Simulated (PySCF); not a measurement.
Compound: C₃H₇FSi.
SMILES with atom numbers: `[F:1][C@H:2]1[CH2:3][CH2:4][SiH2:5]1` (hydrogens: H6 on C2; H7, H8 on C3; H9, H10 on C4; H11, H12 on Si5)

The same species was optimised twice, with GFN2-xTB and with PBE0-D3(BJ)/def2-SVP (PySCF), and the same property calculations (PySCF, gas phase) were run on both structures.

```json
{"coordinate": "Si5–H11 (Å)", "GFN2-xTB": "1.459", "PBE0-D3(BJ)/def2-SVP": "1.493", "change": "+0.034"}
{"coordinate": "Si5–H12 (Å)", "GFN2-xTB": "1.461", "PBE0-D3(BJ)/def2-SVP": "1.495", "change": "+0.034"}
{"coordinate": "F1–C2 (Å)", "GFN2-xTB": "1.386", "PBE0-D3(BJ)/def2-SVP": "1.368", "change": "-0.018"}
{"coordinate": "C2–Si5 (Å)", "GFN2-xTB": "1.934", "PBE0-D3(BJ)/def2-SVP": "1.916", "change": "-0.018"}
{"coordinate": "C4–Si5 (Å)", "GFN2-xTB": "1.915", "PBE0-D3(BJ)/def2-SVP": "1.900", "change": "-0.015"}
{"coordinate": "C3–H8 (Å)", "GFN2-xTB": "1.089", "PBE0-D3(BJ)/def2-SVP": "1.103", "change": "+0.014"}
{"coordinate": "C3–H7 (Å)", "GFN2-xTB": "1.089", "PBE0-D3(BJ)/def2-SVP": "1.103", "change": "+0.014"}
{"coordinate": "C4–H10 (Å)", "GFN2-xTB": "1.089", "PBE0-D3(BJ)/def2-SVP": "1.102", "change": "+0.013"}
{"coordinate": "C2–H6 (Å)", "GFN2-xTB": "1.094", "PBE0-D3(BJ)/def2-SVP": "1.106", "change": "+0.012"}
{"coordinate": "C4–H9 (Å)", "GFN2-xTB": "1.087", "PBE0-D3(BJ)/def2-SVP": "1.098", "change": "+0.011"}
{"coordinate": "C3–C4 (Å)", "GFN2-xTB": "1.543", "PBE0-D3(BJ)/def2-SVP": "1.548", "change": "+0.005"}
{"coordinate": "C2–C3 (Å)", "GFN2-xTB": "1.537", "PBE0-D3(BJ)/def2-SVP": "1.539", "change": "+0.002"}
{"coordinate": "Si5–C2–H6 (°)", "GFN2-xTB": "117.0", "PBE0-D3(BJ)/def2-SVP": "111.1", "change": "-5.9"}
{"coordinate": "F1–C2–Si5 (°)", "GFN2-xTB": "117.3", "PBE0-D3(BJ)/def2-SVP": "123.1", "change": "+5.8"}
{"coordinate": "C2–Si5–H12 (°)", "GFN2-xTB": "115.9", "PBE0-D3(BJ)/def2-SVP": "121.6", "change": "+5.7"}
{"coordinate": "C3–C4–Si5 (°)", "GFN2-xTB": "91.7", "PBE0-D3(BJ)/def2-SVP": "87.2", "change": "-4.5"}
{"coordinate": "C3–C2–Si5 (°)", "GFN2-xTB": "91.1", "PBE0-D3(BJ)/def2-SVP": "86.9", "change": "-4.2"}
{"coordinate": "C4–Si5–H11 (°)", "GFN2-xTB": "116.1", "PBE0-D3(BJ)/def2-SVP": "112.4", "change": "-3.7"}
{"coordinate": "F1–C2–H6 (°)", "GFN2-xTB": "105.3", "PBE0-D3(BJ)/def2-SVP": "108.6", "change": "+3.3"}
{"coordinate": "C4–Si5–H12 (°)", "GFN2-xTB": "118.0", "PBE0-D3(BJ)/def2-SVP": "121.3", "change": "+3.3"}
```

Rotational constants: A = 5842, B = 3567, C = 2473 MHz (GFN2-xTB) against A = 6214, B = 3428, C = 2447 MHz (PBE0-D3(BJ)/def2-SVP). Point groups within 0.08 Å: C1 and C1.

On the GFN2-xTB structure: lowest singlet, TDDFT (eV) 6.72 [CAM-B3LYP/def2-SVPD]; lowest triplet, Tamm–Dancoff (eV) 6.08 [CAM-B3LYP/def2-SVPD]; isotropic polarisability (au) 61.0 [CAM-B3LYP/def2-SVPD]; HOMO (eV) -9.18 [CAM-B3LYP/def2-SVPD]; LUMO (eV) 0.83 [CAM-B3LYP/def2-SVPD]; dipole (D) 2.11 [CAM-B3LYP/def2-SVPD]; F1s of F1 (eV) 691.80 [delta-SCF UKS SCAN, pcX-2 on the ionised atom, pcseg-1 elsewhere, spin-free X2C]; C1s of C2 (eV) 292.00 [delta-SCF UKS SCAN, pcX-2 on the ionised atom, pcseg-1 elsewhere, spin-free X2C]; C1s of C3 (eV) 290.69 [delta-SCF UKS SCAN, pcX-2 on the ionised atom, pcseg-1 elsewhere, spin-free X2C]; C1s of C4 (eV) 290.14 [delta-SCF UKS SCAN, pcX-2 on the ionised atom, pcseg-1 elsewhere, spin-free X2C]; Si1s of Si5 (eV) 1846.34 [delta-SCF UKS SCAN, pcX-2 on the ionised atom, pcseg-1 elsewhere, spin-free X2C]; Si2p of Si5 (eV) 106.85 [delta-SCF UKS SCAN, pcX-2 on the ionised atom, pcseg-1 elsewhere, spin-free X2C].

Q: What do these properties become on the PBE0-D3(BJ)/def2-SVP structure?

A: 
```
                                    property                                                                            level  on GFN2-xTB  on PBE0-D3(BJ)/def2-SVP  change
                  lowest singlet, TDDFT (eV)                                                              CAM-B3LYP/def2-SVPD         6.72                     6.90   +0.18
           lowest triplet, Tamm–Dancoff (eV)                                                              CAM-B3LYP/def2-SVPD         6.08                     6.36   +0.28
               isotropic polarisability (au)                                                              CAM-B3LYP/def2-SVPD         61.0                     62.1    +1.1
                                   HOMO (eV)                                                              CAM-B3LYP/def2-SVPD        -9.18                    -9.30   -0.12
                                   LUMO (eV)                                                              CAM-B3LYP/def2-SVPD         0.83                     0.91   +0.08
                                  dipole (D)                                                              CAM-B3LYP/def2-SVPD         2.11                     2.05   -0.06
energy, GFN2-xTB geometry as zero (kcal/mol)                                                              CAM-B3LYP/def2-SVPD          0.0                     -2.0    -2.0
                              F1s of F1 (eV)  delta-SCF UKS SCAN, pcX-2 on the ionised atom, pcseg-1 elsewhere, spin-free X2C       691.80                   692.13   +0.33
                              C1s of C2 (eV)  delta-SCF UKS SCAN, pcX-2 on the ionised atom, pcseg-1 elsewhere, spin-free X2C       292.00                   292.20   +0.20
                              C1s of C3 (eV)  delta-SCF UKS SCAN, pcX-2 on the ionised atom, pcseg-1 elsewhere, spin-free X2C       290.69                   290.90   +0.21
                              C1s of C4 (eV)  delta-SCF UKS SCAN, pcX-2 on the ionised atom, pcseg-1 elsewhere, spin-free X2C       290.14                   290.33   +0.19
                            Si1s of Si5 (eV)  delta-SCF UKS SCAN, pcX-2 on the ionised atom, pcseg-1 elsewhere, spin-free X2C      1846.34                  1846.42   +0.08
                            Si2p of Si5 (eV)  delta-SCF UKS SCAN, pcX-2 on the ionised atom, pcseg-1 elsewhere, spin-free X2C       106.85                   106.90   +0.05
```

The heavy atoms differ by 0.135 Å rms after alignment. Among all bonds Si5–H11 and Si5–H12 change most and about equally (+0.034 Å). Changes are differences of the printed values. Neither structure is proved a minimum here.
